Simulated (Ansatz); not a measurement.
Consider the ligand exchange at a Te–B bond: `C[B]([GaH2])[TeH]` + `N[AsH2]` → `N[AsH][TeH]` + `C[BH][GaH2]`.

Program: Ansatz. Geometries: PBE0-D4/def2-TZVP. ΔE: electronic, gas phase. CCSD(T)/CBS adds triple-zeta CCSD(T) − MP2 to the extrapolated MP2 energy (def2 sets, frozen cores). Functionals use def2-TZVPP. B3LYP here is the variant with VWN-RPA as its local correlation; programs differ in this. HSE06 is defined as in plane-wave codes. Elements past krypton have def2 core potentials. For As, Ga, Te outer-core shells are correlated without core-valence functions, which leaves a few kJ/mol of doubt a bond. Scalar relativity is left out up to krypton. One conformer a species, not always the lowest.

```json
{"level": "LDA (SPW92)", "ΔE (kcal/mol)": "5.0", "difference from CCSD(T)/CBS": "-0.6"}
{"level": "PBE-D4", "ΔE (kcal/mol)": "3.4", "difference from CCSD(T)/CBS": "-2.2"}
{"level": "revPBE-D4", "ΔE (kcal/mol)": "3.4", "difference from CCSD(T)/CBS": "-2.2"}
{"level": "BLYP-D4", "ΔE (kcal/mol)": "1.3", "difference from CCSD(T)/CBS": "-4.3"}
{"level": "r2SCAN-D4", "ΔE (kcal/mol)": "3.5", "difference from CCSD(T)/CBS": "-2.1"}
{"level": "B97M-V", "ΔE (kcal/mol)": "5.2", "difference from CCSD(T)/CBS": "-0.4"}
{"level": "PBE0-D4", "ΔE (kcal/mol)": "3.8", "difference from CCSD(T)/CBS": "-1.8"}
{"level": "B3LYP-D4", "ΔE (kcal/mol)": "1.9", "difference from CCSD(T)/CBS": "-3.7"}
{"level": "r2SCANh-D4", "ΔE (kcal/mol)": "3.6", "difference from CCSD(T)/CBS": "-2.0"}
{"level": "r2SCAN0-D4", "ΔE (kcal/mol)": "3.7", "difference from CCSD(T)/CBS": "-1.9"}
{"level": "HSE06-D4", "ΔE (kcal/mol)": "3.7", "difference from CCSD(T)/CBS": "-1.9"}
{"level": "BHLYP-D4", "ΔE (kcal/mol)": "2.4", "difference from CCSD(T)/CBS": "-3.2"}
{"level": "CAM-B3LYP-D4", "ΔE (kcal/mol)": "2.8", "difference from CCSD(T)/CBS": "-2.8"}
{"level": "ωB97X-V", "ΔE (kcal/mol)": "3.8", "difference from CCSD(T)/CBS": "-1.8"}
{"level": "B2PLYP", "ΔE (kcal/mol)": "3.4", "difference from CCSD(T)/CBS": "-2.2"}
{"level": "PBE", "ΔE (kcal/mol)": "2.8", "difference from CCSD(T)/CBS": "-2.8"}
{"level": "revPBE", "ΔE (kcal/mol)": "2.3", "difference from CCSD(T)/CBS": "-3.3"}
{"level": "BLYP", "ΔE (kcal/mol)": "0.2", "difference from CCSD(T)/CBS": "-5.4"}
{"level": "r2SCAN", "ΔE (kcal/mol)": "3.4", "difference from CCSD(T)/CBS": "-2.2"}
{"level": "PBE0", "ΔE (kcal/mol)": "3.4", "difference from CCSD(T)/CBS": "-2.2"}
{"level": "r2SCANh", "ΔE (kcal/mol)": "3.5", "difference from CCSD(T)/CBS": "-2.1"}
{"level": "r2SCAN0", "ΔE (kcal/mol)": "3.6", "difference from CCSD(T)/CBS": "-2.0"}
{"level": "HSE06", "ΔE (kcal/mol)": "3.3", "difference from CCSD(T)/CBS": "-2.3"}
{"level": "BHLYP", "ΔE (kcal/mol)": "1.6", "difference from CCSD(T)/CBS": "-4.0"}
{"level": "CAM-B3LYP", "ΔE (kcal/mol)": "2.3", "difference from CCSD(T)/CBS": "-3.3"}
{"level": "RPA@PBE/def2-TZVPP", "ΔE (kcal/mol)": "7.8", "difference from CCSD(T)/CBS": "2.2"}
{"level": "HF/def2-SVP", "ΔE (kcal/mol)": "2.2", "difference from CCSD(T)/CBS": "-3.4"}
{"level": "MP2/def2-SVP", "ΔE (kcal/mol)": "7.0", "difference from CCSD(T)/CBS": "1.4"}
{"level": "CCSD/def2-SVP", "ΔE (kcal/mol)": "6.4", "difference from CCSD(T)/CBS": "0.8"}
{"level": "CCSD(T)/def2-SVP", "ΔE (kcal/mol)": "7.2", "difference from CCSD(T)/CBS": "1.6"}
{"level": "HF/def2-TZVPP", "ΔE (kcal/mol)": "1.1", "difference from CCSD(T)/CBS": "-4.5"}
{"level": "MP2/def2-TZVPP", "ΔE (kcal/mol)": "7.1", "difference from CCSD(T)/CBS": "1.5"}
{"level": "CCSD/def2-TZVPP", "ΔE (kcal/mol)": "6.1", "difference from CCSD(T)/CBS": "0.5"}
{"level": "CCSD(T)/def2-TZVPP", "ΔE (kcal/mol)": "6.9", "difference from CCSD(T)/CBS": "1.3"}
{"level": "HF/def2-QZVPP", "ΔE (kcal/mol)": "0.9", "difference from CCSD(T)/CBS": "-4.7"}
{"level": "MP2/def2-QZVPP", "ΔE (kcal/mol)": "6.3", "difference from CCSD(T)/CBS": "0.7"}
{"level": "SCS-MP2/def2-QZVPP", "ΔE (kcal/mol)": "5.2", "difference from CCSD(T)/CBS": "-0.4"}
{"level": "HF/CBS(def2)", "ΔE (kcal/mol)": "0.9", "difference from CCSD(T)/CBS": "-4.7"}
{"level": "MP2/CBS(def2)", "ΔE (kcal/mol)": "5.8", "difference from CCSD(T)/CBS": "0.2"}
{"level": "CCSD/CBS(def2)", "ΔE (kcal/mol)": "4.8", "difference from CCSD(T)/CBS": "-0.8"}
{"level": "CCSD(T)/CBS", "ΔE (kcal/mol)": "5.6", "difference from CCSD(T)/CBS": "0"}
```

Largest T1 diagnostic among the species: 0.014.

The D4 term adds +0.9 kcal/mol with B3LYP and +0.5 kcal/mol with PBE0; it sums over pairs of atoms, weighted by their polarisabilities, and B3LYP, whose exchange is more repulsive, gets the larger term. Leaving LDA and LC-ωPBE aside and taking each functional with its dispersion term where it has one, the values, not all of them listed here, spread over 4.1 kcal/mol, from BLYP-D4 to PBE-QIDH. LDA lies +2.1 kcal/mol from PBE without D4. In def2-TZVPP, CCSD(T) changes the Hartree–Fock value by +5.8 kcal/mol (the triples alone add +0.8 kcal/mol) and MP2 by +6.0 kcal/mol.
